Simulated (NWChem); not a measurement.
Species: InSiH₃F₂; SMILES [In]([SiH3])([F])[F]

All runs: NWChem. Medium grid unless said otherwise, to which SCAN and Minnesota functionals are sensitive. Structure relaxed at the PBE0/def2-SVP level. def2 effective core potentials on In; no spin-orbit coupling. Hybrids' shares of exact exchange are those that their runs print; pure functionals count as 0. The functionals differ in more than this share.

| row | share of exact exchange | orbital gap (eV) |
|---|---|---|
| PBE/def2-SVP | 0.00 | 4.86 |
| M06-L/def2-SVP | 0.00 | 5.39 |
| TPSSh/def2-SVP | 0.10 | withheld |
| B3LYP/def2-SVP | 0.20 | 6.46 |
| M06/def2-SVP | 0.27 | 6.73 |
| M05-2X/def2-SVP | 0.56 | 8.89 |

Q: Fit a straight line of the last column on the one before it, predict the withheld value, and compare with the run.

A: 
1. Means of the 5 shown rows: x = 0.206, y = 6.466. Slope Σ(x − x̄)(y − ȳ)/Σ(x − x̄)² = 1.428/0.2143 = 6.661; intercept 5.094.
2. The shown rows scatter about the line by 0.187 (root mean square); the largest residual is +0.30, at M06-L/def2-SVP.
3. At x = 0.10 (TPSSh/def2-SVP; inside the shown range) the line gives 5.76.
4. The run gives 5.94, +0.18 from the line, 1.0 times the scatter.
